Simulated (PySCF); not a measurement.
Isomers of [C9H16P]+ (charge +1), mass 155.099 u with the commonest isotopes. Method: PBE0-D3(BJ)/def2-SVP geometry optimisation, gas phase in PySCF 2.14.0. One conformer each, none proved a minimum here; rigid rotors.

**Question.** Order these by rotational constant A, smallest first.
A. `[CH3:1][C:2]1=[CH:3][P@+:4]([CH3:5])([CH:6]2[CH2:7][CH2:8]2)[CH2:9][CH2:10]1` (charge +1) with C3–P4–C6–C7 167°
B. `[CH:1]#[C:2][CH2:3][P@@+:4]([CH3:5])([CH2:6][CH3:7])[CH2:8][CH:9]=[CH2:10]` (charge +1) with C2–C3–P4–C5 60°, C3–P4–C6–C7 179°, C3–P4–C8–C9 -64°, P4–C8–C9–C10 99°
C. `[CH:1]#[C:2][CH2:3][P@H+:4]([CH2:5][CH2:6][CH3:7])[CH:8]1[CH2:9][CH2:10]1` (charge +1) with C2–C3–P4–C5 -59°, C3–P4–C5–C6 179°, P4–C5–C6–C7 -63°, C3–P4–C8–C9 -146°

**Answer.** C (1239 MHz), B (1339 MHz), A (2204 MHz).

**Question.** Order these by rotational constant C, largest first.
A. `[CH3:1][C:2]1=[CH:3][P@+:4]([CH3:5])([CH:6]2[CH2:7][CH2:8]2)[CH2:9][CH2:10]1` (charge +1) with C3–P4–C6–C7 167°
B. `[CH:1]#[C:2][CH2:3][P@H+:4]([CH2:5][CH2:6][CH3:7])[CH:8]1[CH2:9][CH2:10]1` (charge +1) with C2–C3–P4–C5 -59°, C3–P4–C5–C6 179°, P4–C5–C6–C7 -63°, C3–P4–C8–C9 -146°
C. `[CH3:1][CH2:2][C:3]1=[CH:4][PH2+:5][CH:6]=[C:7]1[CH:8]([CH3:9])[CH3:10]` (charge +1) with C1–C2–C3–C4 4°, C6–C7–C8–C9 -97°

**Answer.** A (674.1 MHz), C (606.5 MHz), B (567.9 MHz).

**Question.** Order these by rotational constant B, smallest first.
A. `[CH:1]#[C:2][CH2:3][P@H+:4]([CH2:5][CH2:6][CH3:7])[CH:8]1[CH2:9][CH2:10]1` (charge +1) with C2–C3–P4–C5 -59°, C3–P4–C5–C6 179°, P4–C5–C6–C7 -63°, C3–P4–C8–C9 -146°
B. `[CH:1]#[C:2][CH2:3][P@@+:4]([CH3:5])([CH2:6][CH3:7])[CH2:8][CH:9]=[CH2:10]` (charge +1) with C2–C3–P4–C5 60°, C3–P4–C6–C7 179°, C3–P4–C8–C9 -64°, P4–C8–C9–C10 99°
C. `[CH3:1][C:2]1=[CH:3][P@+:4]([CH3:5])([CH:6]2[CH2:7][CH2:8]2)[CH2:9][CH2:10]1` (charge +1) with C3–P4–C6–C7 167°
D. `[CH3:1][CH2:2][C:3]1=[CH:4][PH2+:5][CH:6]=[C:7]1[CH:8]([CH3:9])[CH3:10]` (charge +1) with C1–C2–C3–C4 4°, C6–C7–C8–C9 -97°

**Answer.** C (694.5 MHz), A (857.4 MHz), B (931.1 MHz), D (977.5 MHz).

```csv
SMILES,point group,Ia (u·Å²),Ib (u·Å²),Ic (u·Å²),κ,μa (D),μb (D),μc (D)
CC1=C[P@+](C)(C2CC2)CC1,C1,229.30,727.74,749.70,-0.97,0.00,0.93,0.28
C#CC[P@H+](CCC)C1CC1,C1,407.91,589.42,889.88,-0.14,0.61,0.72,0.58
CCC1=C[PH2+]C=C1C(C)C,C1,409.88,517.01,833.22,0.18,2.36,3.47,0.17
C#CC[P@@+](C)(CC)CC=C,C1,377.42,542.80,755.74,-0.22,1.73,1.48,0.17
```
